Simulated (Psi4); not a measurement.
Dimer: HCl (SMILES Cl) (first 2 atoms) with CH2O (SMILES C=O); geometry from B3LYP-D3(BJ)/def2-TZVP.
(charge 0, multiplicity 1):
```xyz
6

Cl    -0.152    -0.056     0.443
H      0.150     0.492     1.588
C     -0.337     0.012     3.999
O      0.281     0.856     3.403
H     -0.402     0.021     5.100
H     -0.862    -0.803     3.472
```

Computed with SAPT0/jun-cc-pV(D+d)Z run with Psi4 1.11.

Problem. Which attractive term is largest, and how does the interaction split up?

Solution. electrostatics -45.1, exchange 51.8, induction -19.2, dispersion -10.9, total -23.4 kJ/mol; the largest attraction is electrostatics.
